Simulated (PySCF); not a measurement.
C7H7N3.
Bonds: C1–C2, C2–N3 (aromatic), N3–N4 (aromatic), N4–N5 (aromatic), N5–C6 (aromatic), C6–C7 (aromatic), C7–C8 (aromatic), C8–C9 (aromatic), C9–C10 (aromatic), C2–C10 (aromatic), N5–C10 (aromatic). Hydrogens: H11, H12, H13 on C1; H14 on C6; H15 on C7; H16 on C8; H17 on C9.

Level: PBE0/pcSseg-1 and B3LYP/def2-SVPD in PySCF, non-relativistic, on one gas-phase PBE0-D3(BJ)/def2-SVP geometry that isn't relaxed in the solvent. The solvent is an IEF-PCM continuum (van der Waals radii × 1.2). Specific hydrogen bonds and non-electrostatic terms are outside this model.

Gas phase at PBE0/pcSseg-1: HOMO -6.35 eV, LUMO -1.44 eV, dipole 4.56 D.

Q: What does the continuum do to the energy, the frontier levels and the dipole at PBE0/pcSseg-1 in dichloromethane and methanol?

A: 
```
        solvent      ε  E(solvent) − E(gas) (kJ/mol)  polarisation term (kJ/mol)  distortion of the solute (kJ/mol)  HOMO (eV)  LUMO (eV)  dipole (D)
dichloromethane   8.93                        -31.45                      -38.58                               7.13      -6.37      -1.31        6.23
       methanol  32.61                        -36.40                      -46.10                               9.70      -6.38      -1.30        6.52
```

The first energy column is the sum of the next two and covers electrostatics alone. From dichloromethane to methanol the lowering changes by a factor 1.16, Onsager's factor (ε − 1)/(2ε + 1) by 1.14 and ε itself by 3.7.

Q: Which radius a makes the point-dipole formula ΔE = −[(ε − 1)/(2ε + 1)]·μ²/a³ give the value in methanol, with the gas-phase dipole?

A: μ = 1.793 au and |ΔE| = 0.01386 Eh give a = 2.54 Å; the farthest nucleus lies 3.66 Å from the centroid of the nuclei, so such a sphere wouldn't even hold the nuclei. The formula assumes a rigid point dipole at the centre of a sphere.

Q: Which Mulliken charges (PBE0/pcSseg-1) respond most in dichloromethane (means over atoms taken as equivalent)?

A: 
| atoms | environment | gas (e) | solvent (e) | change |
| --- | --- | --- | --- | --- |
| N3 | pyridine-type nitrogen | -0.269 | -0.318 | -0.049 |
| N4 | pyridine-type nitrogen | -0.040 | -0.082 | -0.042 |
| H17 | aromatic hydrogen | +0.100 | +0.118 | +0.018 |
| H15 | aromatic hydrogen | +0.117 | +0.136 | +0.019 |
| H16 | aromatic hydrogen | +0.109 | +0.127 | +0.018 |
| H14 | aromatic hydrogen | +0.124 | +0.140 | +0.016 |

Q: Which Mayer bond orders change most in dichloromethane?

A: 
```tsv
bond	length (Å)	gas	solvent	change
N3–N4	1.299	1.404	1.381	-0.023
C2–N3	1.347	1.400	1.417	+0.017
C10–N5	1.383	0.910	0.923	+0.013
N4–N5	1.335	1.135	1.147	+0.012
C1–C2	1.486	1.087	1.093	+0.006
N5–C6	1.365	1.064	1.058	-0.006
C8–C9	1.371	1.604	1.598	-0.006
C1–H11	1.102	0.948	0.944	-0.004
```

Q: How do the nuclear quadrupole coupling constants eQVzz/h respond in dichloromethane?

A: 
| nucleus | Q (barn) | gas (MHz) | solvent (MHz) | η gas | η solvent |
| --- | --- | --- | --- | --- | --- |
| 14N at N3 | 0.02044 | -5.48 | -5.23 | 0.01 | 0.05 |
| 14N at N4 | 0.02044 | 4.56 | 4.59 | 0.87 | 0.74 |
| 14N at N5 | 0.02044 | -1.79 | -1.72 | 0.57 | 0.73 |

Gas phase at B3LYP/def2-SVPD: HOMO -6.18 eV, LUMO -1.65 eV, dipole 4.58 D.

Q: What does the continuum do to the energy, the frontier levels and the dipole at B3LYP/def2-SVPD in dichloromethane?

A: 
```json
{"solvent": "dichloromethane", "ε": "8.93", "E(solvent) − E(gas) (kJ/mol)": "-30.67", "polarisation term (kJ/mol)": "-38.64", "distortion of the solute (kJ/mol)": "7.97", "HOMO (eV)": "-6.16", "LUMO (eV)": "-1.49", "dipole (D)": "6.44"}
```

Q: How does the static polarisability (B3LYP/def2-SVPD, frozen core, with the continuum's full static response) change?

A: 
```csv
medium,isotropic (au),principal values (au),⟨r²⟩ of the electrons (bohr²)
gas,103.5,"58.9, 109.1, 142.5",1275.7
dichloromethane,140.3,"77.1, 151.1, 192.7",1274.7
```

The isotropic value in dichloromethane is 1.36 times the gas-phase one; no cavity-field correction is applied. ⟨r²⟩ is taken about the centre of nuclear charge.

Hardware: one thread, Intel Xeon Platinum 8259CL at 2.50 GHz (x86_64), no GPU, shared host. Cost: 49 s of wall time, 1.0 GiB resident at most. This is the whole shielding run at PBE0/pcSseg-1 in methanol, SCF included.
